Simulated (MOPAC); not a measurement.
Input for MOPAC: PM3 on CH5IS (a complex), monomers drawn apart or pushed together.

```
PM3 1SCF PRECISE CHARGE=0 THREADS=1
CH5IS

S     -0.14422109 1    -0.46618844 1    -0.68130623 1
H     -0.54897267 1    -1.74027228 1    -0.80640901 1
H     -0.89930460 1    -0.27559249 1     0.41601608 1
C      1.07528424 1    -1.23339856 1     3.39170394 1
I     -0.99483107 1    -0.84501135 1     3.86227617 1
H      1.29771456 1    -2.23877016 1     3.72986879 1
H      1.17629906 1    -1.13631553 1     2.31611131 1
H      1.66688534 1    -0.49525154 1     3.92061315 1
```

Program output:

```
*******************************************************************************
 **                                                                           **
 **                              MOPAC v23.2.5                                **
 **                                                                           **
 *******************************************************************************
 ** MOPAC's Digital Object Identifier: https://doi.org/10.5281/zenodo.6511958 **
 **                                                                           **
 ** Please cite the open-source release paper for use of this MOPAC version:  **
 ** J. E. Moussa and J. J. P. Stewart (2026)                                  **
 ** MOPAC: An open-source semiempirical molecular orbital program             **
 ** J. Open Source Softw., 11(119), 8025, https://doi.org/10.21105/joss.08025 **
 *******************************************************************************

                              PM3 CALCULATION RESULTS

 *******************************************************************************
 *  PM3        - The PM3 Hamiltonian to be used
 *
 *
 *
 *                 CHARGE ON SYSTEM = 0
 *
 *
 *
 *  PRECISE    - TIGHTER CRITERIA TO BE USED
 *  1SCF       - DO 1 SCF AND THEN STOP
 *  THREADS=1  - MULTI-THREADING NOT USED
 *  T=         - A TIME OF 172800.0 SECONDS REQUESTED
 *  DUMP=N     - RESTART FILE WRITTEN EVERY 7200.0 SECONDS REQUESTED
 *******************************************************************************
PM3 1SCF PRECISE CHARGE=0 THREADS=1
 CH5IS

   ATOM   CHEMICAL          X               Y               Z
  NUMBER   SYMBOL      (ANGSTROMS)     (ANGSTROMS)     (ANGSTROMS)

     1       S         -0.14422109  *  -0.46618844  *  -0.68130623  *
     2       H         -0.54897267  *  -1.74027228  *  -0.80640901  *
     3       H         -0.89930460  *  -0.27559249  *   0.41601608  *
     4       C          1.07528424  *  -1.23339856  *   3.39170394  *
     5       I         -0.99483107  *  -0.84501135  *   3.86227617  *
     6       H          1.29771456  *  -2.23877016  *   3.72986879  *
     7       H          1.17629906  *  -1.13631553  *   2.31611131  *
     8       H          1.66688534  *  -0.49525154  *   3.92061315  *



          CARTESIAN COORDINATES

    NO.       ATOM           X           Y           Z

     1         S         -0.1442     -0.4662     -0.6813
     2         H         -0.5490     -1.7403     -0.8064
     3         H         -0.8993     -0.2756      0.4160
     4         C          1.0753     -1.2334      3.3917
     5         I         -0.9948     -0.8450      3.8623
     6         H          1.2977     -2.2388      3.7299
     7         H          1.1763     -1.1363      2.3161
     8         H          1.6669     -0.4953      3.9206

  H: (PM3): J. J. P. STEWART, J. COMP. CHEM. 10, 209 (1989).
  C: (PM3): J. J. P. STEWART, J. COMP. CHEM. 10, 209 (1989).
  S: (PM3): J. J. P. STEWART, J. COMP. CHEM. 10, 209 (1989).
  I: (PM3): J. J. P. STEWART, J. COMP. CHEM. 10, 209 (1989).

           Empirical Formula: C H5 S I  =     8 atoms



      MOLECULAR POINT GROUP   :   C1


      RHF CALCULATION, NO. OF DOUBLY OCCUPIED LEVELS = 11


 -------------------------------------------------------------------------------
 PM3 1SCF PRECISE CHARGE=0 THREADS=1
 CH5IS



     1SCF WAS SPECIFIED, SO BFGS WAS NOT USED
     SCF FIELD WAS ACHIEVED


                              PM3 CALCULATION
                                                       MOPAC v23.2.5 Linux




          FINAL HEAT OF FORMATION =         12.82289 KCAL/MOL =      53.65097 KJ/MOL


          COSMO AREA              =        140.99 SQUARE ANGSTROMS
          COSMO VOLUME            =        126.02 CUBIC ANGSTROMS

          IONIZATION POTENTIAL    =          9.666160 EV
          HOMO LUMO ENERGIES (EV) =         -9.666 -0.981
          NO. OF FILLED LEVELS    =         11
          MOLECULAR WEIGHT        =        176.0150         POINT GROUP:  C1

          MOLECULAR DIMENSIONS (Angstroms)

            Atom       Atom       Distance
            H     8    H     2     5.36701
            S     1    I     5     2.96955
            H     6    H     3     2.80775


          SCF CALCULATIONS        =          1





   ATOM   CHEMICAL          X               Y               Z
  NUMBER   SYMBOL      (ANGSTROMS)     (ANGSTROMS)     (ANGSTROMS)

     1       S         -0.14422109  *  -0.46618844  *  -0.68130623  *
     2       H         -0.54897267  *  -1.74027228  *  -0.80640901  *
     3       H         -0.89930460  *  -0.27559249  *   0.41601608  *
     4       C          1.07528424  *  -1.23339856  *   3.39170394  *
     5       I         -0.99483107  *  -0.84501135  *   3.86227617  *
     6       H          1.29771456  *  -2.23877016  *   3.72986879  *
     7       H          1.17629906  *  -1.13631553  *   2.31611131  *
     8       H          1.66688534  *  -0.49525154  *   3.92061315  *

                             CARTESIAN COORDINATES

   1    S       -0.144221090    -0.466188440    -0.681306230
   2    H       -0.548972670    -1.740272280    -0.806409010
   3    H       -0.899304600    -0.275592490     0.416016080
   4    C        1.075284240    -1.233398560     3.391703940
   5    I       -0.994831070    -0.845011350     3.862276170
   6    H        1.297714560    -2.238770160     3.729868790
   7    H        1.176299060    -1.136315530     2.316111310
   8    H        1.666885340    -0.495251540     3.920613150


           Empirical Formula: C H5 S I  =     8 atoms



      MOLECULAR POINT GROUP   :   C1


                  EIGENVALUES
 -29.17475 -27.21338 -15.35364 -14.90493 -14.86132 -13.27166 -12.62342 -12.40653
  -9.70379  -9.67388  -9.66616  -0.98064   0.49549   1.19265   3.17828   3.64095
   3.65823


              NET ATOMIC CHARGES AND DIPOLE CONTRIBUTIONS

  ATOM NO.   TYPE          CHARGE      No. of ELECS.   s-Pop       p-Pop
    1          S          -0.016672        6.0167     1.88752     4.12916
    2          H           0.003502        0.9965     0.99650
    3          H           0.014047        0.9860     0.98595
    4          C           0.001898        3.9981     1.18669     2.81142
    5          I          -0.178915        7.1789     1.98964     5.18928
    6          H           0.056291        0.9437     0.94371
    7          H           0.061313        0.9387     0.93869
    8          H           0.058536        0.9415     0.94146
 DIPOLE           X         Y         Z       TOTAL
 POINT-CHG.     1.972    -0.375    -0.426     2.052
 HYBRID        -1.087    -1.067     0.940     1.790
 SUM            0.886    -1.441     0.514     1.768


          ATOMIC ORBITAL ELECTRON POPULATIONS

     Atom    s        px        py        pz
    1  S   1.88752   1.61823   1.13531   1.37561
    2  H   0.99650
    3  H   0.98595
    4  C   1.18669   0.79056   1.01092   1.00994
    5  I   1.98964   1.25584   1.97284   1.96060
    6  H   0.94371
    7  H   0.93869
    8  H   0.94146

 **********************
 *                    *
 * JOB ENDED NORMALLY *
 *                    *
 **********************




 == MOPAC DONE ==
```

The run finished.

Cost: around 0.03 core-seconds (rough).
